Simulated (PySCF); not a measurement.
TiH₄, SMILES [TiH4], multiplicity 1.

The structure is a stationary point at B3LYP-D3(BJ)/def2-TZVPD. The multiplicity is an assumed one; other spin states were not compared.

Level of theory: B3LYP-D3(BJ)/def2-TZVPD (PySCF).

Frequencies are harmonic and unscaled.

Modes within 1.5 cm⁻¹ of each other (mostly degenerate sets) share a row, with their intensities summed.

```json
[
 {"mode": "1–3", "ν (cm⁻¹)": "530", "IR (km/mol)": "442.6", "Raman (Å⁴/amu)": "39.0", "depolarisation": "0.75", "moving atoms (share of kinetic energy)": "H 95 %"},
 {"mode": "4–5", "ν (cm⁻¹)": "616", "IR (km/mol)": "0.0", "Raman (Å⁴/amu)": "130.8", "depolarisation": "0.75", "moving atoms (share of kinetic energy)": "H 100 %"},
 {"mode": "6–8", "ν (cm⁻¹)": "1739", "IR (km/mol)": "1297.3", "Raman (Å⁴/amu)": "317.5", "depolarisation": "0.75", "moving atoms (share of kinetic energy)": "H 97 %"},
 {"mode": "9", "ν (cm⁻¹)": "1798", "IR (km/mol)": "0.0", "Raman (Å⁴/amu)": "540.2", "depolarisation": "0.00", "moving atoms (share of kinetic energy)": "H 100 %"}
]
```
